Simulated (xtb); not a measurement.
CH₄BeSSe, SMILES [S](C)[Be][SeH]. All values are semi-empirical tight-binding results from xtb (GFN2-xTB unless named), good for trends rather than for accurate numbers. The structure is a stationary point at GFN2-xTB. The structure was generated by enumeration; whether it is a known compound was not checked. Other conformers were not sampled.

Optimised geometry:

```xyz
8

Be     0.1071    -0.2393    -0.1935
S     -0.3827    -1.4079    -1.5993
C     -2.1832    -1.3236    -1.9428
H     -2.7044    -1.9334    -1.2133
H     -2.3139    -1.7368    -2.9376
H     -2.5319    -0.2987    -1.9110
Se     0.7565     1.0308     1.2240
H      0.6231     0.3478     2.4659
```
Charge 0, spin multiplicity 1.

For metal compounds this method's bond lengths and energies can be far off.

```json
{
  "orbital_gap": "3.90 eV",
  "zero_point_energy": "29.1 kcal/mol",
  "G − E(el) at 298.15 K (modified RRHO)": "8.4 kcal/mol"
}
```

Computed atomic charges and the Wiberg bond orders between heavy atoms:
charges (e) Be1 0.60, S2 -0.44, C3 -0.03, H4 0.06, H5 0.07, H6 0.05, Se7 -0.53, H8 0.21. Bond orders Be1–S2 1.12, S2–C3 0.96, Be1–Se7 1.02.
